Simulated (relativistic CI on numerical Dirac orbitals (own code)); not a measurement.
Calculated at this level of theory: Dirac-Coulomb-Breit CI, KLI orbitals optimised for each configuration, a model potential for QED, unscaled Slater integrals (own radial code, finite nucleus).

Configurations in the expansion (outside the closed core [Ar]): 3d10 4s2, 3d10 4s 4p, 3d10 4p2, 3d10 4s 4d, 3d10 4d2, 3d10 4s 4f, 3d10 4p 4d, 3d10 4f2, 3d10 4p 4f, 3d10 4d 4f, 3d10 4s 5s, 3d10 4s 5p, 3d10 4s 5d, 3d10 4s 5f, 3d10 4s 5g, 3d10 4s 6s, 3d10 4s 6p, 3d10 4s 6d, 3d10 4s 6f, 3d10 4s 7s, 3d9 4s2 4p, 3d9 4s2 4d, 3d9 4s2 4f, 3d9 4s2 5s, 3d9 4s2 5p, 3d9 4s2 5d. Double excitations out of closed p, d and f shells are left out; levels of such configurations are missing from the list, as are those of other unlisted configurations, and high levels can miss mixing partners. These lack a partner that the ground configuration has and come out too high: 3d9 4s2 4p, 3d9 4s2 4d, 3d9 4s2 4f, 3d9 4s2 5s, 3d9 4s2 5p.

At this charge energies of transitions that change n are usually good to better than 1 %, and those within a shell (Δn = 0) to a few per cent.

Outline of the computed level scheme of Sn XXI. Lowest level of each configuration: 3d10 4s2 1S_0 at 0.000 eV; 3d10 4s 4p 3P°_0 at 38.433 eV; 3d10 4p2 3P_0 at 89.849 eV; 3d10 4s 4d 3D_1 at 126.769 eV; 3d10 4p 4d 3F°_2 at 167.388 eV; 3d10 4s 4f 3F°_2 at 208.293 eV; 3d10 4p 4f 1G_4 at 250.027 eV; 3d10 4d2 1G_4 at 256.452 eV; 3d10 4s 5s 3S_1 at 261.058 eV.

Some strong electric-dipole decays among the lowest 45 levels: 3d10 4s 5s 3S_1 → 3d10 4s 4p 3P°_2 (4.0e+11 s⁻¹); 3d10 4d2 3P_0 → 3d10 4p 4d 3D°_1 (2.2e+11 s⁻¹); 3d10 4s 5s 3S_1 → 3d10 4s 4p 3P°_1 (2.0e+11 s⁻¹); 3d10 4s 4f 1F°_3 → 3d10 4s 4d 1D_2 (2.0e+11 s⁻¹); 3d10 4d2 3F_2 → 3d10 4p 4d 3D°_1 (1.9e+11 s⁻¹); 3d10 4s 4d 1D_2 → 3d10 4s 4p 1P°_1 (1.7e+11 s⁻¹); 3d10 4p 4d 3D°_1 → 3d10 4p2 3P_0 (1.6e+11 s⁻¹); 3d10 4s 4f 3F°_4 → 3d10 4s 4d 3D_3 (1.4e+11 s⁻¹).

LS names give the leading component of a level, which can be under half, so a name can repeat, a term be missing and a line seem to break the LS rules.
